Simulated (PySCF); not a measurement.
Compound: C₂H₉F₃GeSi₂.
Numbering: `[F:1][C:2]([F:3])([F:4])[CH2:5][SiH2:6][SiH2:7][GeH3:8]` (hydrogens: H9, H10 on C5; H11, H12 on Si6; H13, H14 on Si7; H15, H16, H17 on Ge8)

Geometry (PBE0-D3(BJ)/def2-SVP, Å), atoms numbered from 1 in this order:
```xyz
17
C2H9F3GeSi2 angstrom
F     -2.1755   -2.0282   -0.3484
C     -2.4783   -1.0863    0.5545
F     -3.7733   -1.2284    0.8534
F     -1.7856   -1.3710    1.6680
C     -2.1622    0.2919    0.0502
Si    -0.3765    0.5462   -0.5673
Si     1.2278   -0.1272    1.0004
Ge     3.3861    0.5758    0.2715
H     -2.3729    1.0037    0.8626
H     -2.8532    0.5192   -0.7760
H     -0.2263    2.0089   -0.8415
H     -0.1800   -0.1934   -1.8503
H      1.2121   -1.6135    1.1553
H      0.9250    0.5023    2.3242
H      3.4404    2.1120    0.1668
H      3.6991   -0.0120   -1.1180
H      4.4781    0.1130    1.2542
```

All values: B3LYP/def2-SVPD (PySCF, non-relativistic), on one gas-phase PBE0-D3(BJ)/def2-SVP geometry that isn't relaxed in the solvent. The solvent is an IEF-PCM continuum (van der Waals radii × 1.2), and excitations are vertical TDDFT with non-equilibrium linear response and a frozen core. The model holds no explicit solvent molecules, cavitation or dispersion. Spin–orbit coupling is left out although an atom past zinc is present.

Gas-phase singlets (H = HOMO, L = LUMO):

```json
{"state": "S1", "E (eV)": "6.509", "λ (nm)": "190", "f": "0.206", "leading configuration": "H→L 91%"}
{"state": "S2", "E (eV)": "6.729", "λ (nm)": "184", "f": "0.006", "leading configuration": "H→L+1 82%"}
{"state": "S3", "E (eV)": "6.909", "λ (nm)": "179", "f": "0.015", "leading configuration": "H→L+2 59%"}
{"state": "S4", "E (eV)": "6.998", "λ (nm)": "177", "f": "0.020", "leading configuration": "H→L+3 55%"}
{"state": "S5", "E (eV)": "7.161", "λ (nm)": "173", "f": "0.071", "leading configuration": "H-1→L 42%"}
```

Task: What are the lowest 5 singlets in chloroform (ε = 4.711)?

Result: 
| state | E (eV) | λ (nm) | f | leading configuration | change by rank (eV) |
| --- | --- | --- | --- | --- | --- |
| S1 | 6.467 | 192 | 0.348 | H→L 95% | -0.042 |
| S2 | 6.728 | 184 | 0.006 | H→L+1 67% | -0.001 |
| S3 | 6.897 | 180 | 0.039 | H→L+2 49% | -0.012 |
| S4 | 6.998 | 177 | 0.071 | H→L+3 51% | 0.000 |
| S5 | 7.111 | 174 | 0.312 | H→L+4 90% | -0.050 |

Task: The ground-state energy changes by -0.087 eV from gas to chloroform. By how much does the total energy of gas-phase S1 change?

Result: E(S1) = E(S0) + excitation energy, so it changes by -0.087 − 0.042 = -0.129 eV: it is lowered more than the ground state, which is what a red shift means. This is the vertical state, with the slow part of the continuum still set for S0.

Task: How do the frontier levels move from gas to chloroform?

Result: 
```
orbital  gas (eV)  solvent (eV)  change (eV)
 LUMO+2     -0.04          0.14        +0.18
 LUMO+1     -0.10          0.10        +0.20
   LUMO     -0.61         -0.42        +0.19
   HOMO     -7.83         -7.63        +0.20
 HOMO-1     -8.52         -8.34        +0.18
 HOMO-2     -9.23         -9.07        +0.16
 HOMO-3     -9.52         -9.34        +0.18
```

The HOMO–LUMO gap goes from 7.22 to 7.21 eV.
